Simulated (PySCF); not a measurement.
# J couplings in ethylboronic acid

Geometry (Å), atoms numbered from 1 in this order:
```xyz
12

C    -1.624    0.095    0.330
C    -0.384    0.244   -0.545
B     0.978   -0.088    0.185
O     1.098    0.177    1.514
O     2.072   -0.608   -0.452
H    -1.536    0.704    1.242
H    -2.543    0.401   -0.195
H    -1.763   -0.949    0.655
H    -0.300    1.292   -0.891
H    -0.486   -0.354   -1.468
H     1.980   -0.043    1.835
H     1.913   -0.777   -1.384
```

Couplings: B3LYP/pcJ-1 (spin–dipole term only in couplings to heteroatoms) in PySCF 2.14.0 with density-fitted response routines, geometry PBE0-D3(BJ)/def2-SVP; gas phase, one conformer, non-relativistic. Couplings are averaged over pairs made equivalent by symmetry, fast rotation or ring inversion, so a value needn't be that of the named pair in this geometry, while other rotamers aren't included; one pair stands for each set, and the list holds those of at least 0.8 Hz over up to four bonds, among pairs with at least one C or B or H atom (others weren't computed).

Isotopes: $^{13}$C, $^{1}$H, $^{17}$O, $^{11}$B. Couplings to quadrupolar nuclei such as 17O and 33S are rarely resolved in practice.

| pair | bonds | J (Hz) |
| --- | --- | --- |
| C1, C2 | 1 | 35.2 |
| C1, H6 | 1 | 133.3 |
| C2, B3 | 1 | 71.0 |
| C2, H9 | 1 | ? |
| B3, O4 | 1 | -6.8 |
| O4, H11 | 1 | ? |
| C1, B3 | 2 | -2.0 |
| C1, H9 | 2 | ? |
| C2, O4 | 2 | -5.8 |
| C2, H6 | 2 | -3.1 |
| B3, H9 | 2 | -6.4 |
| B3, H11 | 2 | -3.8 |
| H6, H7 | 2 | -14.0 |
| H9, H10 | 2 | ? |
| C1, O4 | 3 | -0.8 |
| C2, H11 | 3 | 3.8 |
| B3, H6 | 3 | 4.8 |
| O4, H9 | 3 | -1.2 |
| O4, H12 | 3 | ? |
| H6, H9 | 3 | ? |

**Question.** Estimate the withheld couplings, with signs.

**Answer.** 
- $^{1}J$(C2,H9) = 119.6 Hz (bond length 1.108 Å, sp3 carbon)
- $^{1}J$(O4,H11) = -81.8 Hz (mean over equivalent pairs that range from -84.6 to -78.9 Hz in this conformer)
- $^{2}J$(C1,H9) = -4.5 Hz (mean over equivalent pairs that range from -5.5 to -3.6 Hz in this conformer)
- $^{2}J$(H9,H10) = -17.4 Hz (angle at C2 105°)
- $^{3}J$(O4,H12) = -1.5 Hz (dihedral angle 179°)
- $^{3}J$(H6,H9) = 8.9 Hz (mean over equivalent pairs that range from 3.9 to 18.1 Hz in this conformer)
